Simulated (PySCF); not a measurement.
# Dipole moment and polarisability of (Me)2Sn(OSiH2)2O

(Me)2Sn(OSiH2)2O, C2H10O3Si2Sn.
Structure used (PBE0-D3(BJ)/def2-SVP), in Å, numbered top down from 1:
```
atom  x, y, z in Å
Sn1   -0.763   -0.486    0.101
C2    -2.477    0.025   -1.053
C3    -0.748   -2.105    1.482
O4     0.759   -0.755   -1.159
Si5    2.131    0.138   -1.362
O6     2.139    1.414   -0.297
Si7    1.206    2.030    0.932
O8    -0.180    1.150    1.079
H9    -2.278    0.978   -1.562
H10   -3.354    0.135   -0.400
H11   -2.667   -0.759   -1.799
H12    0.121   -1.983    2.141
H13   -1.668   -2.105    2.082
H14   -0.663   -3.053    0.933
H15    3.332   -0.706   -1.098
H16    2.184    0.686   -2.748
H17    1.992    1.963    2.199
H18    0.879    3.448    0.608
```

Level: CAM-B3LYP/def2-SVPD (PySCF), static field, nuclei fixed, core orbitals frozen in the response. The polarisability tensor in these axes (au):

```
x   118.57   3.42   1.91
y     3.42 114.07  -4.53
z     1.91  -4.53 112.06
```

Task: Give the principal values, the mean and the anisotropy Δα = √{½[(α1 − α2)² + (α2 − α3)² + (α1 − α3)²]}.

Result: Principal values 107.25, 117.00 and 120.45 au; mean 114.90 au = 17.03 Å³ = 18.94 × 10⁻⁴⁰ C²·m²/J; Δα = 11.86 au (10 % of the mean).

Task: What is the dipole moment, and where does it point?

Result: (-3.21, -2.11, 0.44) D, 3.87 D in size, pointing from the negative to the positive side. Measured along this direction, the outermost atoms are O6, H18, H15, H16 and 1 more at the negative end and H13 and H10 at the positive end.

Task: Find the Langevin capture rate constant for H3O+ (19.018 u) meeting this molecule (257.919 u), k = 2.342 × 10⁻⁹ cm³/s × √(α in Å³ / reduced mass in u).

Result: The reduced mass is 17.71 u, so k = 2.30 × 10⁻⁹ cm³/s. The formula leaves out the permanent dipole, which adds to the capture rate.

Task: Directions of the eigenvectors, and the extent of the frame along each?

Result: Largest value along (0.85, 0.52, -0.08), where the nuclei span 5.33 Å; middle along (0.42, -0.58, 0.70), 5.31 Å; least along (-0.31, 0.63, 0.71), 4.59 Å. 

Task: Rayleigh depolarisation ratio (linearly polarised light, static tensor)?

Result: ρ = 3Δα²/(45ᾱ² + 4Δα²) = 422.1/(594072 + 562.8) = 0.00071.

Task: Refractivity n − 1 of an ideal gas of it at 400 K and 1 atm, from the electronic α?

Result: N = p/kT = 1.8347 × 10¹⁹ cm⁻³, so n − 1 = 2π × N × 17.03 × 10⁻²⁴ cm³ = 1963 × 10⁻⁶ at long wavelengths.

One conformer (not necessarily the lowest) at the PBE0-D3(BJ)/def2-SVP geometry, without solvent, vibrations or thermal averaging. Atoms past krypton carry effective core potentials; spin–orbit coupling is left out.
